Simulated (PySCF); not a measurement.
PW91 on Mo⁻ (molybdenum, charge -1), [Kr] 4d5 5s2, high-spin 6S determinant. All numbers are calculated (PySCF 2.14, a scalar-relativistic core potential, in def2-QZVPPD with the def2 core potential (28 electrons)).

```
cycle= 1 E= -68.1807809021949  delta_E= -0.0156  |g|= 0.0445  |ddm|=  2.1
cycle= 2 E= -68.1794499831058  delta_E= 0.00133  |g|= 0.0664  |ddm|= 0.651
cycle= 3 E= -68.1819187602706  delta_E= -0.00247  |g|= 0.00666  |ddm|= 0.162
cycle= 4 E= -68.1819546248131  delta_E= -3.59e-05  |g|= 0.00123  |ddm|= 0.106
cycle= 5 E= -68.1819562776725  delta_E= -1.65e-06  |g|= 0.000144  |ddm|= 0.00733
cycle= 6 E= -68.1819562972464  delta_E= -1.96e-08  |g|= 3.2e-06  |ddm|= 0.0015
cycle= 7 E= -68.181956297261  delta_E= -1.45e-11  |g|= 2.23e-07  |ddm|= 4.44e-05
converged SCF energy = -68.181956297261  <S^2> = 8.806258  2S+1 = 6.0187234
```

Highest occupied orbital energy: 1.413 eV; ⟨L²⟩ = 0.00; populations by l: s 4.00, p 6.00, d 5.00, f 0.00.

(1) Can this result be used?

## Answers

(1) With care. Self-consistency was reached. Energies and moments cover only the electrons outside the core potential. At PW91 the highest occupied level has a positive energy, so only the finite basis holds that electron; in a semilocal or global hybrid functional this comes from self-interaction and does not mean that the real anion is unbound.
